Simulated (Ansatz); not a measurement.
## Abstraction of H: SiH2(OH)(SiH3) + GeH3(SiH2) → SiH2(OH)(SiH2) + SiH3(GeH3)

Species: SiH2(OH)(SiH3), singlet; GeH3(SiH2), doublet; SiH2(OH)(SiH2), doublet; SiH3(GeH3), singlet. A radical takes H: the energy is the difference in strength between two Si–H bonds in different surroundings.

Shapes, held fixed at every level: PBE0-D4/def2-TZVP. Flexible molecules stand in one conformer, not always the lowest. Programs: Ansatz 0.2.0. The zero-point and thermal change to 298 K, harmonic and unscaled (PBE0-D4/def2-TZVP), is 0.0 kJ/mol.

```csv
level,kind,ΔH(298 K) (kJ/mol),less CCSD(T)/def2-TZVPP
HF/def2-TZVPP,Hartree–Fock,-2.0,+1.1
PBE-D4/def2-TZVPP,GGA,-3.0,+0.1
r2SCAN-D4/def2-TZVPP,meta-GGA,-3.1,0.0
wB97M-V/def2-TZVPP,range-separated hybrid,-4.0,-0.9
MP2/def2-SVP,perturbation theory,-2.5,+0.6
CCSD(T)/def2-SVP,coupled cluster or CI,-2.2,+0.9
CCSD/def2-TZVPP,coupled cluster or CI,-3.1,0.0
CCSD(T)/def2-TZVPP,coupled cluster or CI,-3.1,0.0
```

The highest level, CCSD(T)/def2-TZVPP, gives ΔH(298 K) = -3.1 kJ/mol; the levels span -4.0 to -2.0. That is about zero within the method's error. The column of differences is taken from that level and isn't an error. No measured value is set beside it here. Open shells run unrestricted unless RO is named. Relativity is left out for Ge unless named. Correlated rows may include outer-core shells of Ge, which these sets cover unevenly.
